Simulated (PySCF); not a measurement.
## Multinuclear NMR of C₅H₃F₅O

Atom-mapped SMILES (the numbers label the heavy atoms): `[F:1][C:2]1=[CH:3][C@:4]([F:5])([C:6]([F:7])([F:8])[F:9])[O:10][CH2:11]1` (H(Xn): hydrogen on atom n). Ha(C11) is pro-R; Hb(C11) is pro-S.

[PySCF: shielding tensors at PBE0/pcSseg-1 (GIAO); GFN2-xTB structure; averaged over atoms made equivalent by symmetry, fast rotation or ring inversion; one conformer; no solvent; non-relativistic]

Question: Where does 19F resonate?

Answer: 
```json
{"atoms": "F7/F8/F9", "environment": "fluorine of a CF3 group", "σ (ppm)": "269.4", "δ (ppm)": "-82.5"}
{"atoms": "F5", "environment": "fluorine on an sp3 carbon", "σ (ppm)": "289.4", "δ (ppm)": "-100.5"}
{"atoms": "F1", "environment": "vinylic fluorine", "σ (ppm)": "297.5", "δ (ppm)": "-122.4"}
```

Shieldings were converted by a linear fit to measured shifts: 19F (scatter 6.0 ppm rms, 7.0 ppm with the 5 outliers that the fit left out vs CFCl3, solution or neat liquid, with a term for F on sp3 carbon). A few per cent of atoms miss by over 2 rms, more outside the fitted compound classes.

On a 400 MHz spectrometer 19F resonates near 376.4 MHz, so 1 ppm is 376.4 Hz.

Question: Where does 17O resonate?

Answer: 
| atoms | environment | σ (ppm) | δ (ppm) |
| --- | --- | --- | --- |
| O10 | ether oxygen | 244.9 | 43.6 |

Shieldings were converted by a linear fit to measured shifts: 17O: δ = 266.70 − 0.911σ (rms 10.7 ppm, 155 shifts, 12.2 ppm with the 3 outliers that the fit left out vs liquid water, solution or neat liquid). A few per cent of atoms miss by over 2 rms, more outside the fitted compound classes.

On a 600 MHz spectrometer 17O resonates near 81.3 MHz, so 1 ppm is 81.3 Hz.
